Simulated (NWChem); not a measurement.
C2H3O3, doublet; SMILES COC([O])=O

```xyz
8

C      0.0796     1.7829    -0.0851
O     -0.6353     0.5698    -0.3034
C     -0.0339    -0.5405     0.0536
O     -0.6203    -1.6400    -0.1167
O      1.0921    -0.6099     0.5582
H      1.0238     1.7874    -0.6485
H      0.2943     1.9234     0.9841
H     -0.5744     2.5849    -0.4441
```
Atoms are numbered in this order, from 1.

Computed with NWChem. Pople sets run with spherical d functions. Spin-unrestricted. The geometry was optimised at PBE0/def2-SVP, spin-unrestricted. No stability test was run on the SCF state. Solvent water, SMD (1 M gas to 1 M solution), gas-phase geometry. Reactions with the solvent are ignored.

For level PBE0/6-31G*:

| Quantity | Value |
|---|---|
| dipole in solution (D) | 4.18 |

**Question.** Estimate the same quantities for level PBE0/6-311++G**.

**Answer.** The dipole in solution (D) is 4.45.
